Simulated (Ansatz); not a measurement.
Reaction (redistribution): `C[O][InH][Cl]` + `CC[N](C)[Al]([Cl])[Cl]` → `CC[N](C)[InH][Cl]` + `C[O][Al]([Cl])[Cl]`

Program: Ansatz. Geometries: PBE0-D4/def2-TZVP. ΔE: electronic, gas phase. CCSD(T)/CBS is the MP2 limit (def2-TZVPP, def2-QZVPP) plus CCSD(T) − MP2 in def2-TZVPP, frozen cores. DFT in def2-TZVPP. B3LYP here is the variant with VWN-RPA as its local correlation; programs differ in this. def2 core potentials past Kr. For In outer-core shells are correlated without core-valence functions, which leaves a few kJ/mol of doubt a bond. One conformer a species, not always the lowest.

| level | ΔE (kJ/mol) | difference from CCSD(T)/CBS |
| --- | --- | --- |
| PBE-D4 | -17.9 | 9.3 |
| r2SCAN-D4 | -21.0 | 6.2 |
| PBE0-D4 | -21.4 | 5.8 |
| ωB97M-V | -22.1 | 5.1 |
| B2PLYP | -25.5 | 1.7 |
| PBE | -19.0 | 8.2 |
| r2SCAN | -21.5 | 5.7 |
| PBE0 | -22.3 | 4.9 |
| B3LYP | -24.2 | 3.0 |
| HF/def2-TZVPP | -28.0 | -0.8 |
| SCS-MP2/def2-TZVPP | -27.9 | -0.7 |
| CCSD/def2-TZVPP | -27.9 | -0.7 |
| CCSD(T)/def2-TZVPP | -26.8 | 0.4 |
| SCS-MP2/def2-QZVPP | -28.3 | -1.1 |
| MP2/CBS(def2) | -29.7 | -2.5 |
| CCSD/CBS(def2) | -28.3 | -1.1 |
| CCSD(T)/CBS | -27.2 | 0 |

Largest T1 diagnostic among the species: 0.016.

From PBE to PBE0 (25 % exact exchange), in def2-TZVPP and without D4, ΔE moves by −3.4 kJ/mol.
